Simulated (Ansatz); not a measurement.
```xyz
13

O     1.780   -0.505   -1.047
Si    0.995    0.923   -1.051
Cl    0.601    1.527   -2.978
C    -0.634    0.808   -0.139
Si   -0.679   -0.445    1.212
O    -0.229   -1.865    0.502
Cl   -2.570   -0.650    1.993
H     1.260   -1.275   -0.785
H     1.891    1.946   -0.475
H    -1.413    0.540   -0.862
H    -0.892    1.794    0.260
H     0.197   -0.124    2.361
H    -0.308   -2.675    1.008
```

Charge 0, multiplicity 1.

**Question.** List the PBE/def2-TZVPP orbital energies in eV (the Gaussian-basis code of Ansatz). (Estimate.)

**Answer.** Computed: Occupied: -2739.13, -2738.73, -1781.23, -1780.86, -511.22, -510.39, -269.11, -249.71, -249.32, -190.39, -190.25, -190.24, -190.00, -189.85, -189.84, -138.80, -138.43, -95.60, -95.54, -95.48, -95.22, -95.17, -95.13, -25.99, -25.19, -20.75, -20.37, -17.94, -14.54, -13.81, -12.31, -11.48, -10.90, -10.36, -9.97, -9.68, -9.34, -9.05, -8.55, -8.24, -8.09, -7.96, -7.78, -7.59, -7.21. Lowest empty: -0.85, -0.64, 0.17, 0.21, 0.77, 0.87, 1.10, 1.19.
